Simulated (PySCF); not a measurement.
## Worked example: oscillator strength and radiative lifetime

Al(OH)2(NH2) (AlH₄NO₂), SMILES [NH2][Al]([OH])[OH].

Geometry: B3LYP-D3(BJ)/def2-SVP. The values are those of a single conformer.

TDA-PBE0/def2-SVPD run with PySCF puts the first singlet state with f over 0.02 at 5.56 eV (vertical), with the transition dipole (0.000, 0.000, 0.494) in atomic units.

Problem. Find the oscillator strength, the wavelength and the radiative lifetime that this transition would have in vacuum if emission retraced absorption.

Solution. 
|μ|² = 0.2440 au, so |μ| = 1.26 D. ΔE = 5.56/27.211 = 0.2043 hartree. f = (2/3) ΔE |μ|² = 0.033 (the program prints 0.033).
λ = 1239.84/5.56 = 223 nm; ν = 44844 cm⁻¹.
Einstein's coefficient A = 0.6670 ν² f s⁻¹ (ν in cm⁻¹) = 4.5e7 s⁻¹, so τ = 1/A = 22 ns. This state is S1. The figure is the radiative limit of this one transition; relaxation, internal conversion, crossing to triplets and a medium change what is measured.
